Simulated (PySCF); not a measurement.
# Electron correlation in Si²⁺ (silicon, charge +2)

[Ne] 3s2, closed-shell 1S. All numbers are calculated (PySCF 2.14, no relativity, point nucleus, in aug-cc-pV(T+d)Z (6s5p4d2f, 55 functions)). Frozen: [Ne]; 2 electrons correlated.

With two correlated electrons CCSD is exact within the correlated space (frozen core and kept virtual orbitals).

```csv
level,correlation energy (mhartree)
CCSD,-44.68
```

Diagnostics: T1 = 0.0058, D1 = 0.0082, largest double amplitude 0.116.

Cost of the coupled-cluster step: about 0.4 core-seconds, for 2 correlated electrons.
